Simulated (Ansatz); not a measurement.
Program: Ansatz. Geometries: PBE0-D4/def2-TZVP. ΔE: electronic, gas phase. CCSD(T)/CBS is the MP2 limit (def2-TZVPP, def2-QZVPP) plus CCSD(T) − MP2 in def2-TZVPP, frozen cores. This one scheme is used for every species. DFT in def2-TZVPP. B3LYP here is the variant with VWN-RPA as its local correlation; programs differ in this. For Ge outer-core shells are correlated without core-valence functions, which leaves a few kJ/mol of doubt a bond. Scalar relativity is left out up to krypton. Each species was taken in one conformer, which may not be the lowest.

Consider the substitution at a C–N bond: `C[NH][AlH][NH2]` + `[CH3][Ge]([OH])([OH])[OH]` → `C[O][Ge]([CH3])([OH])[OH]` + `[NH2][AlH][NH2]`.

**Question.** Is it downhill or uphill in electronic energy at CCSD(T)/CBS, and by how much? (Estimate.)

**Answer.** The calculation gave: Uphill: ΔE = +0.14 eV.

**Question.** What do these levels give: r2SCAN-D4, B3LYP-D4, ωB97X-V, B2PLYP, PBE, r2SCAN, B3LYP, MP2/def2-TZVPP, CCSD/def2-TZVPP, CCSD(T)/def2-TZVPP, MP2/def2-QZVPP, SCS-MP2/def2-QZVPP? (An estimate is asked.)

**Answer.** Ansatz gave: r2SCAN-D4 0.12, B3LYP-D4 0.12, ωB97X-V 0.12, B2PLYP 0.13, PBE 0.16, r2SCAN 0.13, B3LYP 0.12, MP2/def2-TZVPP 0.15, CCSD/def2-TZVPP 0.12, CCSD(T)/def2-TZVPP 0.12, MP2/def2-QZVPP 0.15, SCS-MP2/def2-QZVPP 0.14 eV.

Largest T1 diagnostic among the species: 0.011.

In def2-TZVPP, CCSD(T) changes the Hartree–Fock value by +0.04 eV (the triples alone add +0.00 eV) and MP2 by +0.07 eV.
